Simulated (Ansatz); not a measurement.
`[F][Ge]([F])([I])[I]` + `[F][Hf]([F])([F])[F]` → `[F][Ge]([F])([F])[I]` + `[F][Hf]([F])([F])[I]`  (redistribution)

Computed with Ansatz on PBE0-D4/def2-TZVP structures; ΔE is electronic, products minus reactants. CCSD(T)/CBS is the MP2 limit (def2-TZVPP, def2-QZVPP) plus CCSD(T) − MP2 in def2-TZVPP, frozen cores. Functionals use def2-TZVPP. Elements past krypton have def2 core potentials. For Ge, Hf, I outer-core shells are correlated without core-valence functions, which leaves a few kJ/mol of doubt a bond. Scalar relativity is left out up to krypton.

CCSD(T)/CBS gives +50.4 kJ/mol.

Task: Another level gave +68.2 kJ/mol. Which?
A. BLYP-D4/def2-TZVPP
B. ωB97X-V/def2-TZVPP
C. r2SCAN0-D4/def2-TZVPP
D. LDA (SPW92)/def2-TZVPP

Result: A. BLYP-D4 68.2, LDA (SPW92) 55.6, r2SCAN0-D4 47.1, ωB97X-V 51.2 kJ/mol.

Largest T1 diagnostic among the species: 0.016.

In def2-TZVPP, CCSD(T) changes the Hartree–Fock value by +9.7 kJ/mol (the triples alone add +0.4 kJ/mol) and MP2 by +11.0 kJ/mol. From BLYP to BHLYP (50 % exact exchange), in def2-TZVPP and without D4, ΔE moves by −14.9 kJ/mol. The D4 term adds +5.8 kJ/mol with B3LYP and +2.9 kJ/mol with PBE0; it sums over pairs of atoms, weighted by their polarisabilities, and B3LYP, whose exchange is more repulsive, gets the larger term.

B3LYP here is the variant with VWN-RPA as its local correlation; programs differ in this.
